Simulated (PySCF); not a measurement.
C3H8ClNSi2.
Atom-mapped SMILES: `[N:1]#[C:2][SiH2:3][SiH2:4][CH2:5][CH2:6][Cl:7]` (hydrogens: H8, H9 on Si3; H10, H11 on Si4; H12, H13 on C5; H14, H15 on C6)

Method: PySCF, TDDFT B3LYP/def2-SVPD, vertical, gas phase, core orbitals frozen in the response. Isolated species at its GFN2-xTB geometry (one conformer only). Torsions of this conformer, `[N:1]#[C:2][SiH2:3][SiH2:4][CH2:5][CH2:6][Cl:7]`: C2–Si3–Si4–C5 -24°, Si3–Si4–C5–C6 -80°, Si4–C5–C6–Cl7 52°.

Task: What does the calculation give for the low-lying excited states?

Result: 

| state | E (eV) | E (kJ/mol) | λ (nm) | f | main configurations (H = HOMO, L = LUMO) |
| --- | --- | --- | --- | --- | --- |
| S1 | 6.49 | 626 | 191.0 | 0.013 | H→L (84%) |
| S2 | 6.73 | 649 | 184.2 | 0.0035 | H-1→L (73%), H→L+1 (17%) |
| S3 | 6.81 | 657 | 182.2 | 0.037 | H→L+1 (54%), H-1→L (19%) |
| S4 | 6.95 | 671 | 178.3 | 0.028 | H-1→L+1 (57%), H→L+2 (13%) |
| S5 | 7.01 | 676 | 176.9 | 0.0079 | H-2→L (58%), H→L+2 (26%) |
| S6 | 7.06 | 681 | 175.7 | 0.0091 | H-4→L (35%), H-2→L (12%), H-1→L+1 (9%) |
| S7 | 7.13 | 688 | 174.0 | 0.054 | H→L+2 (30%), H-1→L+2 (20%), H-1→L+1 (9%) |
| S8 | 7.20 | 695 | 172.1 | 0.0083 | H-2→L+1 (37%), H-1→L+2 (22%), H→L+3 (12%) |

Triplets, Tamm–Dancoff:

| state | E (eV) | λ (nm) | main configurations (H = HOMO, L = LUMO) |
| --- | --- | --- | --- |
| T1 | 5.79 | 214.2 | H→L (38%), H-2→L (22%) |
| T2 | 6.08 | 203.8 | H→L (29%), H-4→L+1 (17%) |
| T3 | 6.21 | 199.8 | H→L+1 (51%), H-2→L+1 (13%) |

The lowest singlet comes at 191 nm (626 kJ/mol) in the vacuum ultraviolet; it is weak; its leading configuration is HOMO→LUMO (84%). The strongest level in the table is S7 at 7.13 eV (174 nm, f = 0.054). Löwdin shares by element: HOMO chlorine 36%, silicon 27%, carbon 8% or more (atoms not listed hold the other 29%); LUMO silicon 50%, carbon 14% or more, nitrogen 12% (atoms not listed hold the other 24%). Orbital energies (eV): HOMO-3 -9.21, HOMO-2 -8.88, HOMO-1 -8.55, HOMO -8.36, LUMO -0.97, LUMO+1 -0.67, LUMO+2 -0.46. The listed states span 0.71 eV, and the widest gap between neighbours is 0.24 eV (S1 to S2). Weighted by f, the mean energy of these states is 6.96 eV. Singlets were solved by full linear response, triplets in the Tamm–Dancoff approximation.
